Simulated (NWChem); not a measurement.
Species: C4H8; SMILES C/C=C\C

Computed with NWChem. Coordinates come from a B3LYP/6-31G* (spherical d) optimisation. Ions are spin-unrestricted doublets at the neutral geometry; other ion states weren't tried. Functional: LC-ωPBE (HJS hole) with def2-SVP; rows give the range parameter ω in 1/bohr.

For range parameter (1/bohr) 0.40:

- −ε(HOMO) (eV): 9.59

Q: What are these values for range parameter (1/bohr) 0.15?

A: 
| Quantity | Value |
|---|---|
| −ε(HOMO) (eV) | 7.78 |
